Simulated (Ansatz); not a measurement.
A structure relaxed at PBE-D4/def2-SVP in Ansatz, charge 0, singlet:

```xyz
53

Sn    1.649    2.359   -5.001
Sn    0.429   -5.130   -2.440
Sn    2.069   -3.865    1.799
Sn    1.911   -0.714   -1.569
Sn   -2.151    1.065   -2.808
Sn   -1.937   -2.028    0.586
Sn   -0.315    2.227    1.253
Sn   -0.586    5.314   -2.166
Sn   -0.181   -0.892    4.651
Sn   -4.305    1.126    3.559
Sn    1.462   -2.731   -3.491
Sn    3.260    1.367   -2.918
Sn   -0.852    3.235   -4.048
Sn    3.473   -1.779    0.525
Sn    1.745   -5.939   -0.087
Sn   -0.426   -2.974    2.765
Sn    0.894    4.494    0.081
Sn    1.101    1.354    3.531
Sn   -0.608    0.145   -0.630
Sn   -2.902    3.037    2.040
Sn   -2.715   -0.048    5.563
H     2.456    3.638   -5.858
H     1.383    1.072   -6.137
H     0.579   -6.395   -3.626
H    -1.263   -4.935   -2.111
H     3.010   -4.468    3.138
H    -2.381   -0.237   -3.937
H    -3.724    1.538   -2.238
H    -2.176   -3.290   -0.584
H    -3.513   -1.521    1.114
H     0.126    6.717   -2.904
H    -2.173    5.772   -1.628
H     0.741   -1.470    6.015
H    -4.909   -0.115    2.508
H    -5.682    1.881    4.309
H     2.967   -3.090   -4.286
H     0.390   -2.117   -4.717
H     4.737    0.729   -3.577
H     3.690    2.642   -1.822
H    -1.800    3.809   -5.394
H     4.945   -2.416   -0.151
H     3.917   -0.528    1.643
H     3.322   -6.527   -0.523
H     0.893   -7.275    0.629
H    -1.247   -4.317    3.517
H     2.538    4.162   -0.362
H     0.923    5.774    1.259
H     2.753    1.012    3.120
H     1.114    2.642    4.701
H    -3.821    3.449    0.622
H    -2.768    4.492    2.984
H    -3.570   -1.380    6.281
H    -2.473    1.127    6.821
```

(1) Give its formula and point group.

(2) Summarise the bond lengths by kind (pairs closer than 1.2 times the sum of covalent radii, bridged metal pairs left out).

Results:

(1) Sn₂₁H₃₂, a nanocrystal cut from cubic tin. Point group Cs (tolerance 0.1 Å).

(2) 26 × Sn–Sn 2.81 to 2.82 Å; 32 × H–Sn 1.73 to 1.75 Å.

In the def2 sets Sn takes a core potential; there is no spin–orbit coupling. Single mean-field runs in def2-SVP are fitted with def2-universal-jkfit.
